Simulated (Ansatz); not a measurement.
Input for Ansatz (a first-principles code): U-PBE0/def2-TZVPP on ClIn (SMILES [Cl][In]), 2S+1 = 3, a spin state set in the input, which need not be the lowest, at the other state's geometry. Elements past Kr take the def2 small-core potentials; no spin–orbit coupling.

Ansatz 0.2 input:
```yaml
crystal:
  periodic: [false, false, false]
  atoms:
    - {symbol: Cl, position_ang: [-0.00000000, -0.00000000, -1.81227113]}
    - {symbol: In, position_ang: [0.00000000, 0.00000000, 0.62874713]}
basis:
  gaussian:
    orbitals: def2-TZVPP
hamiltonian:
  xc: {name: PBE0}
magnetization: {spin_polarized: true, initial_magnetization: 2}
```

Give the final energy of this run.

-650.1532 hartree.
